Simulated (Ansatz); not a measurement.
Reaction (isomerisation): `CB1O[SiH2]1` → `O[SiH]1BC1`

Gas-phase electronic energies from Ansatz, PBE0-D4/def2-TZVP geometries. CCSD(T)/CBS adds triple-zeta CCSD(T) − MP2 to the extrapolated MP2 energy (def2 sets, frozen cores). DFT in def2-TZVPP. B3LYP here is the variant with VWN-RPA as its local correlation; programs differ in this. Each species was taken in one conformer, which may not be the lowest.

Q: Is it downhill or uphill in electronic energy at CCSD(T)/CBS, and by how much? (An estimate is asked.)

A: Computed: Uphill: ΔE = +35.3 kcal/mol.

Q: What do these levels give: revPBE-D4, B3LYP-D4, r2SCAN, B3LYP, LC-ωPBE, RPA@PBE/def2-TZVPP, HF/def2-SVP, MP2/def2-SVP, CCSD/def2-SVP, MP2/def2-TZVPP, SCS-MP2/def2-TZVPP, CCSD/def2-TZVPP? (Estimate.)

A: Ansatz gave: revPBE-D4 35.4, B3LYP-D4 36.9, r2SCAN 36.2, B3LYP 37.3, LC-ωPBE 38.0, RPA@PBE/def2-TZVPP 37.0, HF/def2-SVP 44.4, MP2/def2-SVP 43.2, CCSD/def2-SVP 43.8, MP2/def2-TZVPP 36.0, SCS-MP2/def2-TZVPP 37.3, CCSD/def2-TZVPP 37.1 kcal/mol.

Largest T1 diagnostic among the species: 0.015.

In def2-TZVPP, CCSD(T) changes the Hartree–Fock value by −3.8 kcal/mol (the triples alone add −0.7 kcal/mol) and MP2 by −4.3 kcal/mol. At CCSD(T), def2-SVP lies +8.2 kcal/mol from the extrapolated value and def2-TZVPP +1.2 kcal/mol. Leaving LDA and LC-ωPBE aside and taking each functional with its dispersion term where it has one, the values, not all of them listed here, spread over 2.7 kcal/mol, from PBE-D4 to CAM-B3LYP-D4. LDA lies −1.2 kcal/mol from PBE without D4.
